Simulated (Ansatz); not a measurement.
`C#C[SiH](C#C)C#C` + `SS` → `C#CSS` + `C#C[SiH2]C#C` at 500 K and 1 bar (substitution at a C–Si bond).

Isolated molecules relaxed with PBE0-D4/def2-TZVP in Ansatz; ΔE leaves out vibrations. CCSD(T)/CBS adds triple-zeta CCSD(T) − MP2 to the extrapolated MP2 energy (def2 sets, frozen cores). This one scheme is used for every species. Each species was taken in one conformer, which may not be the lowest.

```tsv
species	CCSD(T)/CBS energy (Eh)	H − E (kJ/mol)	S (J/(mol·K))
`C#C[SiH](C#C)C#C`	-519.63731	232.1	449.8
`SS`	-796.74576	70.8	278.5
`C#CSS`	-872.77690	111.4	352.0
`C#C[SiH2]C#C`	-443.57893	189.1	384.2
```

H − E and S are ideal-gas, rigid-rotor, harmonic terms from PBE0-D4/def2-TZVP, for one conformer and one mirror image of each species. 1 Eh = 2625.50 kJ/mol, R = 8.31446 J/(mol·K).

Q: By hand: ΔE, ΔH, ΔS and ΔG.

A: ΔE = (-872.77690) + (-443.57893) − (-519.63731) − (-796.74576) = 0.02724 Eh = 71.5 kJ/mol. Δ(H − E) = 111.4 + 189.1 − 232.1 − 70.8 = -2.4, so ΔH = 69.1 kJ/mol. ΔS = 352.0 + 384.2 − 449.8 − 278.5 = 7.9 J/(mol·K). ΔG = 69.1 − 500 × (7.9)/1000 = 65.1 kJ/mol.

Q: By hand: the equilibrium constant, and the temperature at which ΔG would vanish if ΔH and ΔS stayed fixed.

A: log₁₀ K = −ΔG/(RT ln 10) = -6.8. ΔG = 0 at ΔH/ΔS = 8747 K, far beyond where these terms or the molecules hold.

The number of gas molecules stays the same, so ΔS is small and ΔH decides. A doubt of 5 kJ/mol in ΔE shifts log₁₀ K by 0.5 here. Other conformers and mirror images would add mixing entropy, several J/(mol·K) or more a flexible species. These are equilibria of isolated gas molecules and say nothing of rates. Largest T1 diagnostic: 0.014 (customary marks: 0.02 for closed shells, 0.045 for open ones).
